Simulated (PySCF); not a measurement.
Members of one family of related compounds. Method: PySCF 2.14.0, density-fitted response routines, TDDFT CAM-B3LYP/def2-SVPD, vertical, gas phase, core orbitals frozen in the response. Geometries: PBE0-D3(BJ)/def2-SVP; one conformer of each isolated species. Triplets are in the Tamm–Dancoff approximation. 'Strongest' means the level of largest summed f among the lowest 10 singlets; it needn't be the same kind of state in each. Relativistic effects are left out although some hold elements past zinc.

Problem. Rank by computed lowest triplet energy, highest first.
A. `C[CH2][GaH2]`
B. `CC#[C][GaH2]`
C. `C[NH][GaH2]`
D. `[Cl][GaH2]`

Solution. D (4.91 eV), A (4.41 eV), C (4.27 eV), B (4.11 eV).

```
      SMILES  T1 (eV)  LUMO (eV)  f (strongest)  strongest (eV)  S1 (eV)  S1 mainly
  [Cl][GaH2]     4.91      -1.00           0.07            8.86     5.24  H→L (97%)
C[CH2][GaH2]     4.41      -0.52           0.20            7.82     4.75  H→L (98%)
 C[NH][GaH2]     4.27       0.11           0.16            8.15     5.48  H→L (98%)
CC#[C][GaH2]     4.11      -0.85           0.34            7.23     4.34  H→L (95%)
```

H and L stand for HOMO and LUMO.

- `[Cl][GaH2]`: Löwdin shares by element: HOMO chlorine 58%, hydrogen 22%, gallium 20%; LUMO gallium 65%, hydrogen 20%, chlorine 15%.
- `C[CH2][GaH2]`: Löwdin shares by element: HOMO carbon 47%, gallium 24%, hydrogen 7% or more (atoms not listed hold the other 22%); LUMO gallium 64%, hydrogen 20% or more, carbon 10% or more.
- `C[NH][GaH2]`: Löwdin shares by element: HOMO nitrogen 59%, carbon 14%, gallium 10%, hydrogen 5% or more; LUMO gallium 64%, hydrogen 21% or more, nitrogen 12%.
- `CC#[C][GaH2]`: Löwdin shares by element: HOMO carbon 76%, gallium 10%; LUMO gallium 58%, hydrogen 17% or more, carbon 14% or more.
